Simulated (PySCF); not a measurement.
C2BFN2O2, SMILES C(=O)=NB(N=C=O)F.

Coordinates come from a PBE0-D3(BJ)/def2-SVP optimisation. One conformer was computed; it need not be the lowest.

Vertical ionisation energy (IE) and electron affinity (EA) in eV. Rows of orbital energies are one-electron estimates. Where ΔSCF, EOM or ADC give a negative EA the extra electron is unbound and the value depends on the basis.

```json
[
 {"level": "−ε(HOMO), −ε(LUMO), M06-2X/def2-TZVP (PySCF)", "IE": "10.50", "EA": "0.77"},
 {"level": "−ε(HOMO), −ε(LUMO), PBE/def2-TZVP (PySCF)", "IE": "7.61", "EA": "2.56"}
]
```
